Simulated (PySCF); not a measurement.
Ga(H)2(NHMe) (CH6GaN), SMILES C[NH][GaH2].

Geometry: PBE-D3(BJ)/def2-SVP.

The numbers are results of PBE-D3(BJ)/def2-SVP run with PySCF 2.14.0, not measurements.

Frequencies are harmonic and unscaled.

Question: Estimate the vibrational spectrum. (The exact figures need the calculation; the answer reports its results.)

Answer: 
```tsv
mode	ν (cm⁻¹)	IR (km/mol)	Raman (Å⁴/amu)	depolarisation	moving atoms (share of kinetic energy)
1	165	4.8	0.0	–	H 74 %, N 22 %
2	224	1.0	1.8	0.28	H 40 %, C 29 %, N 22 %, Ga 9 %
3	281	10.9	9.5	0.75	H 84 %, N 13 %
4	484	46.5	12.8	0.51	H 73 %, C 11 %, Ga 11 %
5	525	134.1	1.0	0.75	H 91 %
6	586	2.4	0.1	0.75	H 96 %
7	624	68.4	15.9	0.09	N 50 %, H 26 %, Ga 18 %
8	692	74.2	9.7	0.71	H 95 %
9	1048	15.7	4.4	0.67	H 85 %, C 12 %
10	1093	0.1	1.0	0.75	H 75 %, C 19 %
11	1131	69.5	23.5	0.43	N 47 %, C 37 %, H 16 %
12	1335	16.0	8.1	0.16	H 70 %, N 20 %, C 11 %
13	1395	30.3	21.5	0.60	H 85 %, C 15 %
14	1409	2.3	22.1	0.75	H 97 %
15	1440	4.1	42.8	0.62	H 96 %
16	1930	50.9	208.9	0.15	H 99 %
17	1943	212.1	58.3	0.62	H 98 %
18	2911	112.9	287.8	0.09	H 97 %
19	2964	39.4	191.4	0.75	H 90 %, C 10 %
20	3040	13.6	56.8	0.75	H 91 %, C 9 %
21	3499	13.3	123.1	0.20	H 93 %
```
